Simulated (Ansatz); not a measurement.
Reactions of C$_{2}$H$_{8}$OSi$_{2}$ (`C[SiH]1CO[SiH2]1`).

Computed with Ansatz on PBE0-D4/def2-TZVP structures; ΔE is electronic, products minus reactants. CCSD(T)/CBS adds triple-zeta CCSD(T) − MP2 to the extrapolated MP2 energy (def2 sets, frozen cores). This one scheme is used for every species, atoms too. Functionals use def2-TZVPP. Open shells (•) are unrestricted, without spin–orbit coupling. Spin–orbit coupling would lower the free atoms: a little for C, O, Si. One conformer a species, not always the lowest.

```json
{"reaction": "`C[SiH]1CO[SiH2]1` → 2 C• + 8 H• + O• + 2 Si•", "B2PLYP (kJ/mol)": "4613", "r2SCAN-D4 (kJ/mol)": "4685", "PBE0-D4 (kJ/mol)": "4667", "ωB97X-V (kJ/mol)": "4702"}
{"reaction": "`C[SiH]1CO[SiH2]1` + `N[SiH](S)Cl` → `C[Si](N)(S)Cl` + `C1O[SiH2][SiH2]1`", "B2PLYP (kJ/mol)": "-10", "r2SCAN-D4 (kJ/mol)": "-11", "PBE0-D4 (kJ/mol)": "-11", "ωB97X-V (kJ/mol)": "-11"}
{"reaction": "`C[SiH]1CO[SiH2]1` + SiH₄ → `[SiH3][SiH]1CO[SiH2]1` + CH₄", "B2PLYP (kJ/mol)": "-12", "r2SCAN-D4 (kJ/mol)": "-20", "PBE0-D4 (kJ/mol)": "-23", "ωB97X-V (kJ/mol)": "-13"}
{"reaction": "`C[SiH]1CO[SiH2]1` → `C1O[SiH2][SiH2]1` + `[CH2]` (triplet)", "B2PLYP (kJ/mol)": "467", "r2SCAN-D4 (kJ/mol)": "457", "PBE0-D4 (kJ/mol)": "476", "ωB97X-V (kJ/mol)": "487"}
{"reaction": "`C[SiH]1CO[SiH2]1` + `OBCl` → `COBCl` + `C1O[SiH2][SiH2]1`", "B2PLYP (kJ/mol)": "92", "r2SCAN-D4 (kJ/mol)": "98", "PBE0-D4 (kJ/mol)": "98", "ωB97X-V (kJ/mol)": "91"}
{"reaction": "`C[SiH]1CO[SiH2]1` + H₂ → `C1O[SiH2][SiH2]1` + CH₄", "B2PLYP (kJ/mol)": "-32", "r2SCAN-D4 (kJ/mol)": "-24", "PBE0-D4 (kJ/mol)": "-26", "ωB97X-V (kJ/mol)": "-28"}
{"reaction": "`C[SiH]1CO[SiH2]1` → `O[Si]1([SiH3])CC1`", "B2PLYP (kJ/mol)": "9", "r2SCAN-D4 (kJ/mol)": "5", "PBE0-D4 (kJ/mol)": "8", "ωB97X-V (kJ/mol)": "13"}
```

Task: Give the CCSD(T)/CBS values in the same order. (Best estimate.)

Result: Computed: 4678, -11, -15, 478, 98, -25, 8 kJ/mol.

Largest T1 diagnostic: 0.014, for `[SiH3][SiH]1CO[SiH2]1`.
